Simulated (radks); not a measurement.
All-electron atom: the barium ion Ba36+ in [Ar] 3d2.

All-electron calculation, scalar-relativistic Kohn-Sham, BLYP, spin-polarised, spherical densities, finite nucleus; open shells are filled with parallel spins first (spin-orbit coupling, left out, can overturn this in heavy ions); Fermi nuclear charge, rms radius 4.8378 fm. Program: a radial shooting solver on a logarithmic mesh with Libxc functionals.

Energy parts (eV):
| part | energy |
|---|---|
| total | -194419.05 |
| kinetic | 206605.79 |
| electron-nucleus | -430181.44 |
| Hartree | 32813.54 |
| exchange-correlation | -3656.94 |

Orbitals (lengths in bohr, moments of r in powers of bohr; r(90%) holds 90 % of the orbital's charge):
orbital	occ.	eigenvalue (eV)	<r^4>	r(90%)	<r^2>
1s up	1	-39145.74	2.073e-06	0.0461	0.0008884
1s down	1	-39145.66	2.073e-06	0.0461	0.0008884
2s up	1	-7731.908	0.0003323	0.168	0.01397
2s down	1	-7723.821	0.0003314	0.168	0.01395
2p up	3	-7135.997	0.0002398	0.155	0.01107
2p down	3	-7129.853	0.0002389	0.155	0.01105
3s up	1	-2814.641	0.01035	0.395	0.08389
3s down	1	-2805.677	0.01041	0.395	0.08412
3p up	3	-2626.986	0.01003	0.393	0.08107
3p down	3	-2617.651	0.01009	0.394	0.08134
3d up	2	-2394.688	0.006954	0.361	0.06431
3d down	0	-2382.978	0.007026	0.362	0.06461

The highest occupied level is 3d up at -2394.7 eV. The density falls to 0.001 e/bohr^3 at r = 0.81 bohr. The spin density at the nucleus is -9.73 e/bohr^3 (1s -1.45, 2s -30.22, 3s 21.93). Spin moment in Bohr magnetons: 2. For comparison, the ionisation energy in NIST's Atomic Spectra Database is 2452 eV (theoretical). In exact Kohn-Sham theory the highest level is minus the ionisation energy, but local and semilocal functionals leave it too shallow, through self-interaction and a potential that decays too fast; potentials with the right tail come closer. The electron density at the nucleus is 3.345e+05 e/bohr^3 (large components only). Summed over all electrons, <r^2> = 0.8799 bohr^2, which gives a Langevin (diamagnetic) susceptibility term of -0.697 x 10^-6 cm^3/mol.
